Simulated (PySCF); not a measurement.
## Hf (hafnium, neutral): PBE calculation

Configuration: [Xe] 4f14 5d3 6s1, high-spin 5F determinant (an excited configuration). Calculation: PySCF 2.14, in aug-cc-pVTZ-PP with ECP60MDF (6s6p5d3f2g, 88 functions); a scalar-relativistic core potential.

* Total energy: -48.4214 hartree
* One-electron energy: -80.1814 hartree
* Hartree (Coulomb) energy: 37.7676 hartree
* Exchange-correlation energy: -6.0077 hartree
* ⟨S²⟩: 6.0009
* ⟨L²⟩: 12.019
* Sum of ⟨r⟩: 22.09 bohr
* Sum of ⟨r²⟩: 56.14 bohr²

```json
{"shell": "5s α", "electrons": "1", "mean orbital energy (eV)": "-63.952", "rms radius, mean of both spins (bohr)": "1.22"}
{"shell": "5s β", "electrons": "1", "mean orbital energy (eV)": "-63.016", "rms radius, mean of both spins (bohr)": "1.22"}
{"shell": "5p α", "electrons": "3", "mean orbital energy (eV)": "-33.717", "rms radius, mean of both spins (bohr)": "1.46"}
{"shell": "5p β", "electrons": "3", "mean orbital energy (eV)": "-32.384", "rms radius, mean of both spins (bohr)": "1.46"}
{"shell": "6s α", "electrons": "1", "mean orbital energy (eV)": "-5.049", "rms radius, mean of both spins (bohr)": "3.76"}
{"shell": "5d α", "electrons": "3", "mean orbital energy (eV)": "-2.701", "rms radius, mean of both spins (bohr)": "2.96"}
```

Energies and moments cover only the electrons outside the core potential. Spin-orbit coupling, absent here, splits the open shell strongly.
